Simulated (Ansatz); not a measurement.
Isolated molecules relaxed with PBE0-D4/def2-TZVP in Ansatz; ΔE leaves out vibrations. CCSD(T)/CBS is the MP2 limit (def2-TZVPP, def2-QZVPP) plus CCSD(T) − MP2 in def2-TZVPP, frozen cores. This one scheme is used for every species. DFT in def2-TZVPP. HSE06 is defined as in plane-wave codes. For Ge, Se outer-core shells are correlated without core-valence functions, which leaves a few kJ/mol of doubt a bond. Scalar relativity is left out up to krypton. One conformer a species, not always the lowest.

`[CH3][Ge]([CH3])([Cl])[SeH]` + CH₄ → `[CH3][Ge]([CH3])([CH3])[Cl]` + H₂Se  (formal exchange of groups at a Ge–Se bond)

`[CH3][Ge]([CH3])([Cl])[SeH]`:

Z-matrix (Å, degrees):
```
C
Ge 1 1.941
H 1 1.091 2 109.4
H 1 1.091 2 109.7 3 120.4
H 1 1.090 2 109.8 3 -119.5
C 2 1.941 1 115.6 3 -58.4
Cl 2 2.174 1 105.8 3 59.8
Se 2 2.354 1 111.4 3 178.7
H 6 1.091 2 109.3 1 58.4
H 6 1.090 2 109.9 1 177.9
H 6 1.091 2 110.0 1 -61.7
H 8 1.468 2 92.6 1 -45.8
```

CH₄:

Cartesian coordinates in Å:
```
C 0.000 0.000 0.000
H -0.521 0.957 0.013
H -0.445 -0.645 -0.757
H -0.087 -0.474 0.977
H 1.052 0.162 -0.233
```

`[CH3][Ge]([CH3])([CH3])[Cl]`:

Z-matrix (Å, degrees):
```
C
Ge 1 1.945
H 1 1.090 2 110.1
H 1 1.090 2 110.1 3 -119.9
H 1 1.092 2 110.1 3 120.0
C 2 1.945 1 112.7 3 175.5
C 2 1.945 1 112.7 3 -55.6
Cl 2 2.182 1 106.0 3 60.0
H 6 1.090 2 110.1 1 -175.6
H 6 1.090 2 110.1 1 -55.7
H 6 1.092 2 110.1 1 64.4
H 7 1.092 2 110.1 1 -64.5
H 7 1.090 2 110.1 1 175.4
H 7 1.090 2 110.1 1 55.5
```

H₂Se:

Cartesian coordinates in Å:
```
Se -0.191 -0.614 0.234
H 0.925 -0.129 -0.586
H -0.734 0.743 0.352
```

Is it downhill or uphill in electronic energy at CCSD(T)/CBS, and by how much? (An estimate is asked.)

The calculation gave: Uphill: ΔE = +77.5 kJ/mol.

What do these levels give: r2SCAN-D4, r2SCAN0-D4, HSE06-D4, BHLYP, HF/def2-TZVPP, SCS-MP2/def2-QZVPP? (An estimate is asked.)

Ansatz gave: r2SCAN-D4 81.8, r2SCAN0-D4 81.4, HSE06-D4 81.8, BHLYP 78.1, HF/def2-TZVPP 77.8, SCS-MP2/def2-QZVPP 78.9 kJ/mol.

Largest T1 diagnostic among the species: 0.009.

Leaving LDA and LC-ωPBE aside and taking each functional with its dispersion term where it has one, the values, not all of them listed here, spread over 8.7 kJ/mol, from ωB97X-V to BHLYP-D4. LDA lies −5.1 kJ/mol from PBE without D4. The D4 term adds +4.1 kJ/mol with B3LYP and +2.1 kJ/mol with PBE0; it sums over pairs of atoms, weighted by their polarisabilities, and B3LYP, whose exchange is more repulsive, gets the larger term. At CCSD(T), def2-SVP lies −3.4 kJ/mol from the extrapolated value and def2-TZVPP −3.6 kJ/mol.

B3LYP here is the variant with VWN-RPA as its local correlation; programs differ in this.
